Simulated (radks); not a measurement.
Values are calculated unless marked as measured or tabulated.
How relativity changes the ionisation of the ytterbium ion Yb+ ([Xe] 4f14 6s1) to Yb2+ ([Xe] 4f14). Spin-unpolarised spherical Kohn-Sham, PBEsol, point nucleus unless stated (finite: rms radius 5.3108 fm), a radial shooting solver on a logarithmic mesh with Libxc functionals. A level marked "c x" has the speed of light scaled by that factor.

level,E(Yb+) (hartree),E(Yb2+) (hartree),IE (eV),HOMO,<r> HOMO (bohr)
non-rel.,-13391.2734,-13390.8643,11.132,6s,3.823
scalar-rel.,-14055.1957,-14054.7501,12.126,6s,3.533
"scalar-rel., finite nucleus",-14053.5345,-14053.0890,12.124,6s,3.533
Dirac,-14071.3378,-14070.8920,12.131,4f7/2,0.7971
"Dirac, finite nucleus",-14069.6637,-14069.2179,12.128,4f7/2,0.7970
"Dirac, c x 0.75",-14772.1948,-14771.7014,13.425,4f7/2,0.8587
"Dirac, c x 0.85",-14392.4821,-14392.0158,12.688,4f7/2,0.8242
"Dirac, c x 5",-13415.1461,-13414.7358,11.164,6s1/2,3.813

NIST Atomic Spectra Database: 12.179 eV (measured). The relativistic part of the total energy of Yb+ is -678.4 hartree (Dirac, finite nucleus), 5.1 % of the non-relativistic value. Spin polarisation and multiplet splitting of open shells are left out at every level.

Beside tabulated values, note that relativity, absent from the non-relativistic runs, is large for the heavy elements, and spin-unpolarised runs miss the spin-polarisation part of the exchange energy of open shells.
